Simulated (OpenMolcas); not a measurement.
**Si3+: terms and fine structure**

```yaml
Program: OpenMolcas 26.06
Method: "SS-CASPT2, IPEA 0.25 Eh, imaginary shift 0.1 Eh (closed shells correlated: 2s 2p)"
Basis: ANO-RCC-VTZP [5s4p2d1f]
Scalar_Hamiltonian: DKH2, point nucleus
Active_space: 1 electron in 4 orbitals (3s 3p)
State_averaging: 2S+1 = 2 even, 1 root; 2S+1 = 2 odd, 3 roots
Spin-orbit_coupling: state interaction with AMFI integrals over the reference wave functions, term energies averaged over their components
```

With spin-orbit coupling, above the lowest level:

| Configuration | Term | J | E (cm⁻¹) | Measured (cm⁻¹) | g | Term weight % |
| --- | --- | --- | --- | --- | --- | --- |
| 3s | ²S | 1/2 | 0.0 | 0.0 | 2.002 | 100 |
| 3p | ²P° | 1/2 | 70935 | 71288 | 0.666 | 100 |
| 3p | ²P° | 3/2 | 71307 | 71749 | 1.334 | 100 |

Against the 2 measured excited levels shown (NIST levels in Kelleher and Podobedova, J. Phys. Chem. Ref. Data 37, 1285 (2008)) the mean absolute deviation is 400 cm-1; the largest miss in energy is 3p ²P°_3/2: computed 71307, measured 71749 cm⁻¹ (-0.6 %).

With one active electron, CASPT2 adds the correlation within the correlated inactive shells and between them and that electron, and leaves the splitting within a term as the reference gives it. Measured partners are found by configuration, term and J. A level has none where our copy of the source lacks it or the pairing is in doubt (some pairs that miss far off the trend of their configuration count as doubtful), and it then counts in no deviation. Only configurations of the active space appear.

The term weight is that of the spin-free term in the level, not the purity of its configuration. ° marks odd parity.
